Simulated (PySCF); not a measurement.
# Worked example: entropy of an ideal gas

CH₂F, SMILES [CH2]F, multiplicity 2.

The structure is a stationary point at PBE0-D3(BJ)/def2-TZVPD. The isomer is the one that the SMILES or the coordinates give; other isomers of the formula were not compared.

PBE0-D3(BJ)/def2-TZVPD (PySCF) gives the harmonic wavenumbers 504, 1172, 1213, 1464, 3150, 3307 cm⁻¹ and the rotational temperatures 12.6677, 1.4979, 1.3489 K. The molar mass is 33.03 g/mol, the symmetry number 1, the spin multiplicity 2.

Work out the entropy at 298.15 K and 1 atm in the rigid-rotor, harmonic-oscillator model.


Translation (Sackur–Tetrode at 1 atm): S = R[1.5 ln M + 2.5 ln T − 1.16487] = 152.4 J/(mol K).
Rotation: q = (√π/σ) T^1.5/√(θA θB θC) = 1800, S = R[ln q + 3/2] = 74.8 J/(mol K).
Vibration: with u = 1.4388 ν/T, each mode gives R[u/(e^u − 1) − ln(1 − e^−u)]:
```tsv
ν (cm⁻¹)	modes	u	S (J/(mol K))
504	1	2.43	2.71
1172	1	5.66	0.19
1213	1	5.85	0.16
1464	1	7.06	0.06
```
The stiffer modes add less than 0.005 each. Sum 3.1 J/(mol K).
Spin: R ln 2 = 5.8 J/(mol K).
Total 236.1 J/(mol K); the program's own thermochemistry gives 236.1. Translation makes up 65 % and vibration 1 %. Anharmonicity, hindered rotation and orbital degeneracy are left out.
